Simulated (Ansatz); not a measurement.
Cost and result for the atomization energy of `O[SiH2][Si](O)(F)F` (10 atoms, 9 bonds).

```xyz
10

O    -0.953   -0.462    2.153
Si   -1.085    0.278    0.685
Si    0.728   -0.287   -0.685
O     0.758    0.680   -1.987
F     2.085   -0.148    0.145
F     0.711   -1.811   -1.149
H    -0.145   -0.331    2.651
H    -1.120    1.762    0.803
H    -2.354   -0.199    0.088
H     1.375    0.517   -2.703
```

Total charge 0; spin multiplicity 1. The geometry is a stationary point of PBE0-D4/def2-TZVP. It is one conformer, not always the lowest. Program: Ansatz. All runs use 4 threads of a server CPU on a shared host. Times are those of one run each, without the atoms' runs, and a repeat can differ threefold. Electronic energies, without spin–orbit coupling; frozen cores. CCSD(T)/CBS adds CCSD(T) − MP2 in def2-TZVPP to the MP2 limit, and its time is that of the two runs behind it. T1 = 0.012. B3LYP takes the VWN-RPA correlation (the form of Gaussian; ORCA's B3LYP/G).

CCSD(T)/CBS is a level of theory with its own doubt, some kJ/mol a heavy atom from the limit and from the frozen cores, so smaller differences don't rank the functionals.

| level | functions | wall time |
| --- | --- | --- |
| PBE-D4/def2-TZVPP (with forces) | 264 | 2.8 s |
| PBE0-D4/def2-TZVPP | 264 | 3.7 s |
| r2SCAN-D4/def2-TZVPP (with forces) | 264 | 5.5 s |
| B3LYP-D4/def2-TZVPP (with forces) | 264 | 6 s |
| B2PLYP/def2-TZVPP | 264 | 6.5 s |
| ωB97X-V/def2-TZVPP | 264 | 8.5 s |
| ωB97M-V/def2-TZVPP (with forces) | 264 | 13 s |
| MP2/def2-QZVPP | 488 | 25 s |
| CCSD(T)/def2-TZVPP | 264 | 5.1 min |
| CCSD(T)/CBS(def2) | – | 5.5 min |

Problem. What atomization energy does each give, and how far from CCSD(T)/CBS? (Best estimate.)

Solution. Ansatz gave: 
| level | atomization (kcal/mol) | difference from CCSD(T)/CBS | per bond |
| --- | --- | --- | --- |
| PBE-D4/def2-TZVPP (with forces) | 940.1 | -0.6 | -0.1 |
| PBE0-D4/def2-TZVPP | 918.2 | -22.5 | -2.5 |
| r2SCAN-D4/def2-TZVPP (with forces) | 934.0 | -6.7 | -0.7 |
| B3LYP-D4/def2-TZVPP (with forces) | 926.2 | -14.5 | -1.6 |
| B2PLYP/def2-TZVPP | 921.9 | -18.8 | -2.1 |
| ωB97X-V/def2-TZVPP | 936.6 | -4.1 | -0.5 |
| ωB97M-V/def2-TZVPP (with forces) | 934.4 | -6.3 | -0.7 |
| MP2/def2-QZVPP | 957.7 | 17.0 | 1.9 |
| CCSD(T)/def2-TZVPP | 909.4 | -31.3 | -3.5 |
| CCSD(T)/CBS(def2) | 940.7 | 0.0 | 0.0 |

The D4 term adds +8.6 kcal/mol with B3LYP and +4.5 kcal/mol with PBE0; it sums over pairs of atoms, weighted by their polarisabilities, and B3LYP, whose exchange is more repulsive, gets the larger term. From PBE to PBE0 (25 % exact exchange), in def2-TZVPP and without D4, the atomization energy moves by −21.1 kcal/mol: exact exchange takes away binding that semilocal exchange gives to molecules. In def2-TZVPP, CCSD(T) changes the Hartree–Fock value by +233.5 kcal/mol (the triples alone add +13.7 kcal/mol) and MP2 by +262.7 kcal/mol; breaking electron pairs costs correlation energy, which Hartree–Fock lacks.
